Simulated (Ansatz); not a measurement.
C3H5 (SMILES [CH2]C=C) moved off its minimum; all values from Ansatz (an electronic-structure program), cores frozen in correlated methods. Open shells are unrestricted.
(charge 0, multiplicity 2)
```xyz
8

C     -0.72432     0.49254    -0.90810
C      0.07000    -0.39344    -0.13641
C      0.64514    -0.19151     1.04380
H     -1.13052     0.23107    -1.84330
H     -0.92601     1.47639    -0.50780
H      0.23934    -1.39384    -0.62814
H      1.30032    -0.87144     1.52792
H      0.50638     0.78737     1.54088
```

Question: Give the forces (eV/Å), the total energy and the dipole at CCSD(T)/cc-pVTZ.

Answer: 
```tsv
atom	Fx	Fy	Fz
C1	0.800	0.204	1.810
C2	-1.002	-1.923	-3.456
C3	0.354	2.198	2.039
H4	-0.339	-0.359	-0.895
H5	-0.098	0.151	-0.075
H6	-0.124	0.973	0.553
H7	0.307	-0.655	0.215
H8	0.103	-0.591	-0.191
```
Energy -117.0260 hartree, dipole 0.08 D.

Doubts at one or more of the structures used: a spin-contaminated determinant (CCSD(T)/cc-pVTZ).
